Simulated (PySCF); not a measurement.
## [InH4]- at several levels of theory

All levels use the PBE0 minimum (singlet; In–H 1.785 Å (×4); H–In–H 109.5° (×6)), basis [In def2-TZVPD with ECP28, H def2-TZVPD], scalar-relativistic core potentials, density fitting, no spin–orbit coupling, PySCF. For vertical energies the ionised species is a doublet (spins chosen at PBE0 and kept). Open shells are unrestricted, also as the reference of the correlated levels. A dash marks a value that was not computed or is not defined at that level.

```json
{"level": "PBE0", "vertical detachment energy (eV)": "4.36", "−ε(HOMO) (eV)": "2.31", "gap (eV)": "5.91"}
{"level": "HF", "vertical detachment energy (eV)": "3.90", "−ε(HOMO) (eV)": "5.13", "gap (eV)": "9.71"}
{"level": "MP2", "vertical detachment energy (eV)": "4.50", "−ε(HOMO) (eV)": "–", "gap (eV)": "–"}
{"level": "PBE", "vertical detachment energy (eV)": "?", "−ε(HOMO) (eV)": "?", "gap (eV)": "?"}
{"level": "CCSD(T)", "vertical detachment energy (eV)": "?", "−ε(HOMO) (eV)": "–", "gap (eV)": "–"}
```

Problem. Fill in the row of CCSD(T).

Solution. vertical detachment energy (eV) 4.47.

Problem. Fill in the row of PBE.

Solution. vertical detachment energy (eV) 4.20, −ε(HOMO) (eV) 1.19, gap (eV) 4.40.

For InH₄⁻ itself CCSD(T) correlates 18 electrons; T1 = 0.016, D1 = 0.035, (T) = -22 kJ/mol.

The lowest empty level of this anion is unbound, so it and the gap depend on the basis.
